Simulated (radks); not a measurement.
The numbers below are computed, except where a source is named.
Isoelectronic series with 3 electrons, each ion in its NIST ground configuration. Level of theory: scalar-relativistic Kohn-Sham, PBEsol, spin-unpolarised, spherical densities, finite nucleus; Fermi nuclear charge, rms radius of each element as measured or else 0.836 A^(1/3) + 0.57 fm (a radial shooting solver on a logarithmic mesh with Libxc functionals). Total energies (hartree) and mean radii <r> (bohr):

ion,configuration,E (hartree),2s,1s
Li,[He] 2s1,-7.38782,3.945,0.5839
K16+,[He] 2s1,-388.08221,0.3366,0.08037
Co24+,[He] 2s1,-799.52850,0.2303,0.05578
Br32+,[He] 2s1,-1363.95188,0.1741,0.04248
Tc40+,[He] 2s1,-2087.99141,0.1391,0.03409
Sb48+,[He] 2s1,-2980.70228,0.1151,0.02828
Pr56+,[He] 2s1,-4054.1687,0.09739,0.02398
Ho64+,[He] 2s1,-5324.3528,0.08376,0.02065
Re72+,[He] 2s1,-6812.5803,0.07283,0.01797
Bi80+,[He] 2s1,-8547.4543,0.06379,0.01573
